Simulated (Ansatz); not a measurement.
Molecule: sum formula SiPH₄, charge -1, multiplicity 1. It need not be the lowest isomer of its formula. Whether it binds its extra electron was not tested at this geometry. 
Structure (B3LYP-D3(BJ)/def2-TZVP (Ansatz, a quantum-chemistry and plane-wave program) minimum search):
```
Si
H 1 1.5048
H 1 1.5151 2 102.52
H 1 1.5151 2 102.52 3 -103.18
P 1 2.1846 2 109.76 3 128.41
H 5 1.4331 1 92.61 2 180.00
```
Charge -1, spin multiplicity 1.

Parts of the frozen-core correlation energy in STO-3G (Ansatz, hartree). Frozen orbitals: 10; correlated occupied orbitals by spin: 7 and 7; virtual: 5 and 5. No spin-orbit coupling. No relativistic terms.

```tsv
term	value
reference (HF)	-624.62298
MP2 opposite-spin	-0.06237
MP2 same-spin	-0.00381
CCSD correlation	-0.09452
(T)	-0.00090
FCI minus CCSD(T)	-0.00035
T1 diagnostic	0.009
largest doubles amplitude	0.065
```
